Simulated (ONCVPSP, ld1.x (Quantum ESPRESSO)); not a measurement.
# Potentials for carbon (C) compared

Generated with ld1.x 7.5 (TM, RRKJ, ultrasoft, PAW), atompaw 4.2 or ONCVPSP 4.0.1. The cutoff is in Ry: for ld1.x and atompaw files where the sum of valence levels is converged to 10 mRy in a Bessel basis, for ONCV files where the hardest occupied wave has 1 mHa per electron of residual kinetic energy. The error is the largest all-electron minus pseudo excitation energy over each file’s own four to seven test configurations (ionisations up to +4, promotions, holes and added fractions of an electron), all of which were solved. The labels leave out finer settings (local radius, basis sizes, second energies), which also bear on the numbers. Spin-polarised tests are not counted. The rows are a selection from randomly drawn settings: files with unsolved tests, undetermined cutoffs or missed reference levels are left out.

A true bound ghost makes a file unfit for plane-wave use even where its test errors are small: the radial tests pick states by their node count and pass the ghost by.

```tsv
potential	cutoff (Ry)	largest error (meV)	bound ghosts
ONCV, PBE, fully relativistic, rc 1.25/1.85/1.65 (spd), local smoothed, core correction yes, reference 2s2 2p2, qcut 5.7/7.9/6.1, projectors 2/3/2	36	+419	none
TM semilocal, PBE, non-relativistic, rc 1.10/2.50 (sp), local s, core correction no, reference 2s2 2p2	35	+1193	none
```

(1) Fill in the row for C: RRKJ, BLYP, scalar-relativistic, rc 1.25/2.35 (sp), local s, core correction yes, reference 2s1.75 2p2.25.

(2) Fill in the row for C: ONCV, LDA (Perdew-Zunger), scalar-relativistic, rc 0.72/2.44/1.98 (spd), local smoothed, core correction yes, reference 2s1.5 2p2.5, qcut 9.3/4.8/4, projectors 2/2/3.

(3) Fill in the row for C: ONCV, LDA (Perdew-Zunger), scalar-relativistic, rc 0.90/2.00/2.10 (spd), local smoothed, core correction yes, reference 2s2 2p2, qcut 5.8/5.8/5, projectors 1/2/2.

Answers

(1) cutoff 30 Ry, largest error +780 meV, bound ghosts: none.

(2) cutoff 281 Ry, largest error +1679 meV, bound ghosts: s, p, d.

(3) cutoff 40 Ry, largest error +822 meV, bound ghosts: none.
